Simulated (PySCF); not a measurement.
First SCF of a structure search on triplet BrMoN, at a hand-made bent geometry. PySCF input:

```python
from pyscf import gto, scf, dft
mol = gto.M(atom='''
Mo     0.000000     0.000000     0.000000
N     -1.482700     0.000000     1.038200
Br     2.064300     0.000000     1.445400''',
    basis={'Mo': 'def2-TZVP', 'N': 'def2-TZVP', 'Br': 'def2-TZVP'},
    ecp={'Mo': 'def2-TZVP'},
    charge=0, spin=2)
mf = dft.UKS(mol, xc='PBE0')
mf.grids.atom_grid = (50, 194)
aux = {'Mo': 'def2-universal-JKFIT', 'N': 'def2-universal-JKFIT', 'Br': 'def2-universal-JKFIT'}
mf = mf.density_fit(auxbasis=aux)
mf.conv_tol = 1e-08
mf.diis_space = 10
mf.max_cycle = 60
mf.init_guess = 'minao'
mf.verbose = 4
mf.kernel()
```

Excerpt of the output (cycles alone):

```
init E= -2689.0799855352
cycle= 1 E= -2696.63731789307  delta_E= -7.56  |g|= 0.439  |ddm|= 2.76
cycle= 2 E= -2696.54127340634  delta_E= 0.096  |g|= 0.637  |ddm|= 0.831
cycle= 3 E= -2696.55491902413  delta_E= -0.0136  |g|= 0.654  |ddm|= 0.651
cycle= 4 E= -2696.73413214057  delta_E= -0.179  |g|= 0.0579  |ddm|= 0.303
cycle= 5 E= -2696.73716056645  delta_E= -0.00303  |g|= 0.0404  |ddm|= 0.105
cycle= 6 E= -2696.73889927344  delta_E= -0.00174  |g|= 0.0166  |ddm|= 0.0544
cycle= 7 E= -2696.74000772876  delta_E= -0.00111  |g|= 0.0128  |ddm|= 0.0408
cycle= 8 E= -2696.74207757166  delta_E= -0.00207  |g|= 0.0154  |ddm|= 0.0976
cycle= 9 E= -2696.74311301882  delta_E= -0.00104  |g|= 0.00645  |ddm|= 0.0849
cycle= 10 E= -2696.74321495964  delta_E= -0.000102  |g|= 0.00204  |ddm|= 0.0241
cycle= 11 E= -2696.74322582375  delta_E= -1.09e-05  |g|= 0.000713  |ddm|= 0.00665
cycle= 12 E= -2696.74322869439  delta_E= -2.87e-06  |g|= 0.000573  |ddm|= 0.00418
cycle= 13 E= -2696.74322946036  delta_E= -7.66e-07  |g|= 0.000176  |ddm|= 0.00224
cycle= 14 E= -2696.74322965663  delta_E= -1.96e-07  |g|= 9.1e-05  |ddm|= 0.00141
cycle= 15 E= -2696.74322968869  delta_E= -3.21e-08  |g|= 5.24e-05  |ddm|= 0.000396
cycle= 16 E= -2696.74322969632  delta_E= -7.62e-09  |g|= 4.27e-05  |ddm|= 0.000265
Extra cycle  E= -2696.74322968632  delta_E= 1e-08  |g|= 0.000168  |ddm|= 0.00013
converged SCF energy = -2696.74322968632  <S^2> = 2.4156758  2S+1 = 3.2653795
```

No lower solution of this spin was found from smeared starts or by a stability analysis within the unrestricted form.

Open d and f shells are described by one determinant, and the ground state may have another occupation or spin.

The search for the lowest solution, 3 starts and the stability check together, took 17 s on 4 threads of a shared Arm Neoverse V2 host, with 119 basis functions; the process peaked at 0.45 GiB.
